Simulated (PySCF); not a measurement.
C₄H₉O, SMILES [CH](CCC)O, multiplicity 2.

Coordinates come from a PBE-D3(BJ)/def2-SVP optimisation. The isomer is the one that the SMILES or the coordinates give; other isomers of the formula were not compared. The values are those of a single conformer.

Level of theory: PBE-D3(BJ)/def2-SVP run with PySCF.

Frequencies are harmonic and unscaled.

```csv
mode,ν (cm⁻¹),IR (km/mol),moving atoms (share of kinetic energy)
1,100,0.6,"H 45 %, C 42 %, O 14 %"
2,103,1.2,"O 38 %, C 36 %, H 26 %"
3,226,24.5,"H 56 %, C 41 %"
4,245,0.8,"H 90 %, C 10 %"
5,327,7.2,"C 48 %, H 35 %, O 17 %"
6,374,86.5,"H 83 %, C 9 %, O 8 %"
7,496,9.6,"H 49 %, C 41 %, O 11 %"
8,580,29.8,"C 55 %, H 43 %"
9,730,2.9,"H 89 %, C 10 %"
10,835,6.0,"H 69 %, C 25 %"
11,856,6.5,"H 53 %, C 47 %"
12,973,3.7,"H 49 %, C 41 %, O 10 %"
13,1032,1.6,"C 63 %, H 37 %"
14,1053,30.6,"H 70 %, C 29 %"
15,1058,3.5,"C 57 %, H 42 %"
16,1180,19.6,"H 72 %, C 28 %"
17,1197,38.0,"H 51 %, C 26 %, O 22 %"
18,1231,12.3,"H 72 %, C 26 %"
19,1247,42.9,"H 73 %, C 22 %"
20,1281,35.4,"H 80 %, C 14 %"
21,1309,1.9,"H 66 %, C 34 %"
22,1345,1.5,"H 76 %, C 24 %"
23,1382,1.3,"H 89 %, C 10 %"
24,1416,5.8,"H 79 %, C 20 %"
25,1417,12.8,"H 68 %, C 30 %"
26,1419,10.9,H 92 %
27,1429,4.4,H 93 %
28,2936,19.0,H 94 %
29,2961,27.5,H 97 %
30,2967,35.6,H 94 %
31,2999,2.8,"H 91 %, C 9 %"
32,3019,10.1,"H 91 %, C 9 %"
33,3045,12.5,"H 91 %, C 9 %"
34,3047,78.6,"H 91 %, C 9 %"
35,3054,25.6,"H 91 %, C 9 %"
36,3729,58.3,H 94 %
```
